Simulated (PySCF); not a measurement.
Calculation: PBE-D3(BJ)/def2-TZVP // PBE0-D3(BJ)/def2-TZVP (PySCF). Isolated molecules, 0 K electronic values unless said otherwise. One relaxed conformer stands for a flexible species; it need not be the lowest. 

Reference species (SMILES): `CC1CCC1` (neutral, multiplicity 1).

```json
{
  "HOMO–LUMO gap": "7.52 eV",
  "HOMO": "-6.99 eV"
}
```

Changed species: `C/C=C\CC` (C–C–C–C torsion 118°).

**Question.** Give the shifts of the HOMO–LUMO gap and HOMO.

**Answer.** the HOMO–LUMO gap decreases by 2.05 eV, to 5.47 eV; the HOMO rises by 1.19 eV, to -5.80 eV.
